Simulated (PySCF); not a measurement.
C3H8N, SMILES C[N]CC, multiplicity 2. Atoms are numbered in the order given.

```xyz
12

C      0.1571     1.8834     0.0000
C     -0.4604     0.4895     0.0000
N      0.5441    -0.5430     0.0000
C     -0.0209    -1.8636     0.0000
H     -0.6223     2.6614     0.0000
H      0.7904     2.0219    -0.8895
H      0.7904     2.0219     0.8895
H     -1.1280     0.3608    -0.8811
H     -1.1280     0.3608     0.8811
H      0.7719    -2.6263     0.0000
H     -0.6687    -2.0279     0.8871
H     -0.6687    -2.0279    -0.8871
```
Charge 0, spin multiplicity 2.

Geometry optimised at TPSSh-D3(BJ)/def2-SVP. The isomer is the one that the SMILES or the coordinates give; other isomers of the formula were not compared. The values are those of a single conformer.

Two levels are set side by side: PBE/pcH-1 (PySCF) and B3LYP/pcH-1 (PySCF). Contact hyperfine couplings, same geometry. Differences are taken from unrounded values.

| quantity | B3LYP | PBE | PBE minus B3LYP |
|---|---|---|---|
| A(iso) of 13C, atom C1 (MHz) | -2.2 | -2.6 | -0.4 |
| A(iso) of 13C, atom C2 (MHz) | -33.1 | -29.6 | 3.4 |
| A(iso) of 14N, atom N3 (MHz) | 34.8 | 24.7 | -10.1 |
| A(iso) of 13C, atom C4 (MHz) | -34.0 | -30.3 | 3.7 |
| A(iso) of 1H, atom H5 (MHz) | -3.1 | -2.8 | 0.3 |
| A(iso) of 1H, atom H6 (MHz) | -1.5 | -1.0 | 0.5 |
| A(iso) of 1H, atom H7 (MHz) | -1.5 | -1.0 | 0.5 |
| A(iso) of 1H, atom H8 (MHz) | 116.0 | 118.0 | 2.0 |
| A(iso) of 1H, atom H9 (MHz) | 116.0 | 118.0 | 2.0 |
| A(iso) of 1H, atom H10 (MHz) | 0.2 | -0.6 | -0.8 |
| A(iso) of 1H, atom H11 (MHz) | 118.2 | 119.0 | 0.7 |
| A(iso) of 1H, atom H12 (MHz) | 118.2 | 119.0 | 0.7 |

Rough cost on one machine, each run with all the roots and properties that it gave: B3LYP against PBE within a factor of 2.
